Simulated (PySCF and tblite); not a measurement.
C₆H₅FO, numbered as in [CH:1]#[C:2]/[CH:3]=[CH:4]/[O:5]/[CH:6]=[CH:7]\[F:8].

The ensemble was built from 90 distance-geometry starts (ETKDG and KDG, MMFF94s, GFN2-xTB) and rests on GFN2-xTB geometries. Energies: PBE0-D3(BJ)/pcSseg-1, with GFN2-xTB thermal terms (modes under about 100 cm⁻¹ blended into free rotors). Symmetry numbers and mirror images are counted. Conformers within 2.5 kcal/mol (GFN2-xTB free energy) were kept, 4 at most. Couplings: B3LYP/pcSseg-1 with pcJ-1 on H, F (gas phase; spin-dipole term only for pairs with B, N, F, Si or P). Couplings are for ¹⁹F, ¹H. Run with PySCF (density fitting) and tblite.

Torsions listed: C3–C4–O5–C6, C4–O5–C6–C7. Of a mirror pair one member is shown.

| conformer | shape | weight % |
| --- | --- | --- |
| 1 | 15°, -163° | 43.1 |
| 2 | 180°, 180° | 32.9 |
| 3 | 180°, 0° | 22.5 |
| 4 | 28°, 32° | 1.5 |

Q: Give the couplings in each conformer and the averages at 298.15 K (pairs that fast motion interchanges averaged).

A: 
| coupling | pairs | 1 | 2 | 3 | 4 | average (Hz) |
| --- | --- | --- | --- | --- | --- | --- |
| ⁶J(H3,F8) | 1 | 0.6 | -0.2 | 4.0 | 12.0 | 1.3 |
| ⁵J(H4,F8) | 1 | 0.0 | 0.2 | 2.0 | -0.2 | 0.5 |
| ³J(H6,F8) | 1 | 20.7 | 19.4 | 29.8 | 28.3 | 22.4 |
| ²J(H7,F8) | 1 | 76.8 | 76.7 | 84.5 | 77.9 | 78.5 |
| ⁴J(H1,H3) | 1 | -3.9 | -4.0 | -4.1 | -4.0 | -4.0 |
| ⁵J(H1,H4) | 1 | 0.8 | 0.9 | 1.0 | 0.9 | 0.9 |
| ³J(H3,H4) | 1 | 14.1 | 12.6 | 12.5 | 13.9 | 13.2 |
| ⁴J(H4,H6) | 1 | -0.9 | 0.0 | -0.9 | 0.0 | -0.6 |
| ³J(H6,H7) | 1 | 3.8 | 3.8 | 4.9 | 4.4 | 4.1 |

Computed couplings to fluorine can be off by tens of per cent at such levels.


Conformer gaps in pcSseg-1 on xTB geometries can be 2 kcal/mol off for S=O, P=O and other polar bonds.